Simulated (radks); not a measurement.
The platinum anion Pt2-, [Hg], held by a Watson sphere: a shell of charge +2 at radius R that stands for the Madelung well of a crystal (potential energy -2/R inside, -2/r outside, in hartree with lengths in bohr). Calculated with a radial shooting solver on a logarithmic mesh with Libxc functionals: scalar-relativistic Kohn-Sham, PBE, spin-unpolarised, spherical densities, finite nucleus; Fermi nuclear charge, rms radius of each element as measured or else 0.836 A^(1/3) + 0.57 fm. Response by self-consistent Sternheimer equations with the Hartree and adiabatic LDA kernel, the relativistic mass of each level held fixed and spin-orbit coupling left out. The sphere does not respond.

R (bohr) = 4.13: e(5p) (eV) -52.947; e(6s) (eV) -5.013; e(5d) (eV) -3.637; <r> 5d (bohr) 1.900; sum of <r^2> (bohr^2) 92.50; X-ray form factor at sin(theta)/lambda = 0.2 1/angstrom 66.101; alpha (bohr^3) 100.3
R (bohr) = 5.27: e(5p) (eV) -51.829; e(6s) (eV) -3.694; e(5d) (eV) -2.389; <r> 5d (bohr) 1.942; sum of <r^2> (bohr^2) 102.9; X-ray form factor at sin(theta)/lambda = 0.2 1/angstrom 66.133; alpha (bohr^3) 173.8
R (bohr) = 5.79: e(5p) (eV) -51.438; e(6s) (eV) -3.227; e(5d) (eV) -1.968; <r> 5d (bohr) 1.957; sum of <r^2> (bohr^2) 107.8; X-ray form factor at sin(theta)/lambda = 0.2 1/angstrom 66.147; alpha (bohr^3) 225.3
R (bohr) = 5.88: e(5p) (eV) -51.377; e(6s) (eV) -3.153; e(5d) (eV) -1.903; <r> 5d (bohr) 1.960; sum of <r^2> (bohr^2) 108.6; X-ray form factor at sin(theta)/lambda = 0.2 1/angstrom 66.149; alpha (bohr^3) 235.9
R (bohr) = 5.92: e(5p) (eV) -51.351; e(6s) (eV) -3.122; e(5d) (eV) -1.875; <r> 5d (bohr) 1.961; sum of <r^2> (bohr^2) 109.0; X-ray form factor at sin(theta)/lambda = 0.2 1/angstrom 66.150; alpha (bohr^3) 240.9
R (bohr) = 6.17: e(5p) (eV) -51.194; e(6s) (eV) -2.932; e(5d) (eV) -1.708; <r> 5d (bohr) 1.969; sum of <r^2> (bohr^2) 111.5; X-ray form factor at sin(theta)/lambda = 0.2 1/angstrom 66.156; alpha (bohr^3) 274.5
R (bohr) = 6.21: e(5p) (eV) -51.170; e(6s) (eV) -2.903; e(5d) (eV) -1.683; <r> 5d (bohr) 1.970; sum of <r^2> (bohr^2) 112.0; X-ray form factor at sin(theta)/lambda = 0.2 1/angstrom 66.156; alpha (bohr^3) 280.4
